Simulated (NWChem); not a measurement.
C2H3AgClN; SMILES CC#[N]->[Ag][Cl]

All runs: NWChem. Structure relaxed at the PBE0/def2-SVP level. No frequency run checked for a minimum. def2 effective core potentials on Ag; no spin-orbit coupling. Level SCAN/def2-SVP: energy and gradient on several grids; changes count from the extra-fine grid, which is no exact limit either.

```tsv
grid	size of the energy change (μHa)	largest change of a gradient component (μHa/bohr)	time, medium = 1 (rough)
xcoarse	30000	7000	about 1
coarse	60	3000	about 1
medium	1000	2000	about 1
fine	2000	1000	about 1
xfine	< 10	< 30	2
```
